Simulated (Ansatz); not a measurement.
(1) Predict a relaxed structure of the cluster Hg4Se4 (the lowest singlet isomer of a short search), charge 0, singlet, at r2SCAN-D4/def2-SVP (Ansatz).

Answers

(1) 
```xyz
8

Hg   -0.205   -2.548    0.333
Hg   -0.067    1.265   -0.537
Hg    0.522   -0.111    2.416
Hg    0.180    3.965   -2.238
Se   -0.036    2.229    1.775
Se    0.068   -0.268   -2.518
Se   -1.410   -1.967   -1.775
Se    0.949   -2.564    2.545
```
 This is one stationary point.

In the def2 sets Hg takes a core potential; there is no spin–orbit coupling. The structure comes from a short search, and lower isomers may exist.
